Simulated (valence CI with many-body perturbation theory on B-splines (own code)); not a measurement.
**E1 transitions of Tc⁴⁺**

Method: valence CI with perturbative core correlation (CI+MBPT): three valence electrons over a frozen Dirac-Fock core [Kr], a basis of 7 s, 7 p, 8 d, 6 f, 4 g, 1 h functions for each j, with the one-electron correlation potential Σ1, the two-electron term Σ2, the three-electron term Σ3, Breit, model QED; selected CI, second order for the rest (own B-spline code, finite nucleus).

No measured spectrum was set against this ion. As an estimate, terms of the open shell hold to 2 to 4 % of their energy, and close levels can change places; different configurations can be misplaced against each other by 1,000 to 8,000 cm⁻¹. The list stops below the first excitations out of the core.

Lines 1 to 50 of 570 in falling wavelength, among levels below 248850 cm⁻¹, chosen from the strongest by gf and those to the six lowest levels. Wavelengths and rates use the calculated energies, so an error of 2000 cm⁻¹ moves a line at 350.9 nm by 7 % and its rate by three times that or more. Electric multipoles are in the length gauge, E1 and E2 with the static RPA response of the core. Weak lines are less certain than strong ones. Lines between different terms over intervals too small for the method are left out, as are lines whose strength nearly cancels. Where a level lies close to another of its J and parity, the split of strength between their lines is uncertain. The highest levels of a list are the least certain.

Names give the largest LS component (configuration and term), which can be under half, so a name can repeat, a term be missing and a line seem to break the LS rules; names also repeat where a configuration has a term twice. Letters in brackets count levels of one name in rising energy.

| λ vac (nm) | Upper | Lower | A (s⁻¹) | S (a.u.) with core polarisation | S without |
| --- | --- | --- | --- | --- | --- |
| 350.9 | 4d2 5p 2P°_3/2 [a] | 4d2 5s 2S_1/2 | 1.75e+06 | 1.49e-01 | 1.84e-01 |
| 320.5 | 4d2 5p 2P°_1/2 [a] | 4d2 5s 2S_1/2 | 5.63e+06 | 1.83e-01 | 2.25e-01 |
| 268.0 | 4d 5s2 2D_3/2 | 4d2 5p 2F°_5/2 [c] | 3.28e+06 | 1.25e-01 | 1.50e-01 |
| 255.1 | 4d2 5p 4F°_3/2 | 4d2 5s 2P_1/2 | 5.96e+06 | 1.95e-01 | 2.37e-01 |
| 255.1 | 4d2 5p 4F°_5/2 | 4d2 5s 2P_3/2 | 5.05e+06 | 2.48e-01 | 3.01e-01 |
| 247.5 | 4d 5s2 2D_3/2 | 4d2 5p 2P°_1/2 [b] | 3.06e+06 | 9.15e-02 | 1.09e-01 |
| 243.5 | 4d2 5p 2F°_5/2 [a] | 4d2 5s 2P_3/2 | 3.82e+06 | 1.63e-01 | 1.97e-01 |
| 236.0 | 4d 5s2 2D_5/2 | 4d2 5p 2F°_7/2 [b] | 5.59e+06 | 2.18e-01 | 2.62e-01 |
| 235.6 | 4d 5s2 2D_5/2 | 4d2 5p 2P°_3/2 [b] | 3.15e+06 | 1.22e-01 | 1.46e-01 |
| 234.0 | 4d2 5p 4G°_5/2 | 4d2 5s 2D_3/2 | 2.57e+06 | 9.74e-02 | 1.18e-01 |
| 230.3 | 4d2 5p 2D°_3/2 [a] | 4d2 5s 2P_1/2 | 2.43e+07 | 5.86e-01 | 7.08e-01 |
| 226.9 | 4d2 5p 4D°_5/2 [a] | 4d2 5s 2P_3/2 | 3.04e+06 | 1.05e-01 | 1.28e-01 |
| 221.0 | 4d 5s2 2D_5/2 | 4d2 5p 2D°_5/2 [c] | 6.55e+06 | 2.10e-01 | 2.50e-01 |
| 220.3 | 4d2 5p 2D°_5/2 [a] | 4d2 5s 2P_3/2 | 7.08e+07 | 2.24e+00 | 2.70e+00 |
| 220.3 | 4d2 5p 4D°_3/2 [a] | 4d2 5s 2P_1/2 | 2.69e+07 | 5.67e-01 | 6.83e-01 |
| 220.3 | 4d2 5p 2F°_7/2 [a] | 4d2 5s 2G_9/2 | 2.48e+06 | 1.04e-01 | 1.28e-01 |
| 220.2 | 4d2 5p 2S°_1/2 | 4d2 5s 2P_3/2 | 1.59e+08 | 1.68e+00 | 2.03e+00 |
| 218.8 | 4d2 5p 4F°_9/2 | 4d2 5s 2G_9/2 | 4.42e+06 | 2.28e-01 | 2.77e-01 |
| 213.8 | 4d2 5p 4F°_5/2 | 4d2 5s 2D_3/2 | 6.36e+06 | 1.84e-01 | 2.23e-01 |
| 212.5 | 4d2 5p 2S°_1/2 | 4d2 5s 2P_1/2 | 1.37e+08 | 1.30e+00 | 1.56e+00 |
| 206.9 | 4d2 5p 4D°_7/2 [a] | 4d2 5s 2G_9/2 | 2.13e+06 | 7.44e-02 | 9.00e-02 |
| 205.6 | 4d2 5p 2F°_5/2 [a] | 4d2 5s 2D_3/2 | 2.49e+07 | 6.42e-01 | 7.76e-01 |
| 205.0 | 4d2 5p 2G°_7/2 [a] | 4d2 5s 2G_7/2 | 5.25e+07 | 1.79e+00 | 2.17e+00 |
| 204.8 | 4d 5s2 2D_3/2 | 4d2 5p 2D°_3/2 [b] | 6.90e+06 | 1.17e-01 | 1.40e-01 |
| 204.5 | 4d2 5p 2G°_7/2 [a] | 4d2 5s 2G_9/2 | 3.97e+06 | 1.34e-01 | 1.63e-01 |
| 203.6 | 4d2 5p 2F°_7/2 [a] | 4d2 5s 2D_5/2 | 2.44e+07 | 8.14e-01 | 9.87e-01 |
| 202.9 | 4d2 5p 4G°_7/2 | 4d2 5s 2F_7/2 | 1.10e+07 | 3.63e-01 | 4.34e-01 |
| 202.7 | 4d2 5p 2D°_3/2 [a] | 4d2 5s 2D_3/2 | 1.38e+07 | 2.27e-01 | 2.74e-01 |
| 201.6 | 4d2 5p 4G°_5/2 | 4d2 5s 2F_5/2 | 4.52e+07 | 1.10e+00 | 1.31e+00 |
| 197.2 | 4d2 5p 4F°_5/2 | 4d2 5s 2F_7/2 | 2.59e+07 | 5.88e-01 | 7.03e-01 |
| 195.6 | 4d2 5p 2G°_9/2 [a] | 4d2 5s 2G_9/2 | 9.10e+07 | 3.36e+00 | 4.07e+00 |
| 195.0 | 4d 5s2 2D_5/2 | 4d2 5p 2D°_5/2 [b] | 5.91e+06 | 1.30e-01 | 1.55e-01 |
| 193.6 | 4d2 5p 4D°_5/2 [a] | 4d2 5s 2D_3/2 | 4.92e+06 | 1.06e-01 | 1.27e-01 |
| 192.8 | 4d2 5p 2D°_3/2 [a] | 4d2 5s 4P_1/2 | 6.15e+06 | 8.71e-02 | 1.06e-01 |
| 192.6 | 4d2 5p 2F°_5/2 [b] | 4d2 5s 2P_3/2 | 1.04e+07 | 2.20e-01 | 2.65e-01 |
| 192.4 | 4d2 5p 4F°_3/2 | 4d2 5s 2F_5/2 | 6.28e+07 | 8.83e-01 | 1.05e+00 |
| 192.1 | 4d2 5p 4D°_1/2 [a] | 4d2 5s 4P_3/2 | 1.74e+07 | 1.22e-01 | 1.48e-01 |
| 191.9 | 4d2 5p 4G°_9/2 | 4d2 5s 2F_7/2 | 2.78e+07 | 9.70e-01 | 1.16e+00 |
| 191.5 | 4d2 5p 4G°_7/2 | 4d2 5s 2F_5/2 | 2.37e+07 | 6.58e-01 | 7.87e-01 |
| 190.2 | 4d2 5p 2F°_5/2 [a] | 4d2 5s 2F_7/2 | 1.01e+07 | 2.05e-01 | 2.46e-01 |
| 190.1 | 4d2 5p 4D°_1/2 [a] | 4d2 5s 4P_1/2 | 8.65e+07 | 5.87e-01 | 7.11e-01 |
| 188.8 | 4d2 5p 2S°_1/2 | 4d2 5s 2D_3/2 | 6.56e+07 | 4.36e-01 | 5.25e-01 |
| 188.6 | 4d2 5p 4F°_7/2 | 4d2 5s 2F_7/2 | 2.66e+07 | 7.05e-01 | 8.45e-01 |
| 187.7 | 4d2 5p 4D°_3/2 [a] | 4d2 5s 4P_3/2 | 6.10e+07 | 7.96e-01 | 9.63e-01 |
| 187.5 | 4d2 5p 4D°_3/2 [a] | 4d2 5s 4P_5/2 | 3.07e+07 | 4.00e-01 | 4.82e-01 |
| 186.5 | 4d2 5p 4D°_5/2 [a] | 4d2 5s 4P_3/2 | 5.20e+07 | 9.98e-01 | 1.21e+00 |
| 186.4 | 4d2 5p 4F°_5/2 | 4d2 5s 2F_5/2 | 7.88e+07 | 1.51e+00 | 1.81e+00 |
| 186.3 | 4d2 5p 4D°_5/2 [a] | 4d2 5s 4P_5/2 | 1.09e+07 | 2.09e-01 | 2.54e-01 |
| 185.8 | 4d2 5p 4D°_3/2 [a] | 4d2 5s 4P_1/2 | 3.31e+07 | 4.18e-01 | 5.07e-01 |
| 185.1 | 4d2 5p 2P°_1/2 [a] | 4d2 5s 2P_3/2 | 2.49e+07 | 1.56e-01 | 1.89e-01 |
